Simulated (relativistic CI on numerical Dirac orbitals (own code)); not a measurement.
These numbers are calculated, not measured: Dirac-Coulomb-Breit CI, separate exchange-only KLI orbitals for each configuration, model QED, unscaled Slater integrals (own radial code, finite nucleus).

The strongest absorption lines from the ground level of an ion, among the configurations computed and to levels below about 2080 eV (vacuum wavelength in nm, gf): 0.82521 (0.72), 0.87480 (1.6), 0.88139 (0.0062), 0.92619 (0.11), 0.99371 (0.26), 4.1726 (1), 5.6011 (0.36), 7.2737 (0.00091).

(1) Which ion is it?
A. I35+
B. Ba38+
C. Sm44+
D. Sn32+

Results:

(1) B. Ba38+ has 18 electrons and the ground level 3s²3p⁶ ¹S0; the strongest line goes to 3s²3p⁵4d ¹P°1. The pattern of lines fixes the number of electrons, and along that sequence the line energies rise steadily with the charge (about as its square where n changes within one kind of shell, about linearly where n is kept but much faster in heavy ions where fine structure, which grows about as Z⁴, sets the gap, and irregularly where shells cross), which fixes Z. Configurations outside the model, such as inner-shell arrays, can give stronger lines. At this charge energies of transitions that change n are usually good to better than 1 %, and those within a shell (Δn = 0) to a few per cent.

LS names give the leading component of a level, which can be under half, so a name can repeat, a term be missing and a line seem to break the LS rules.
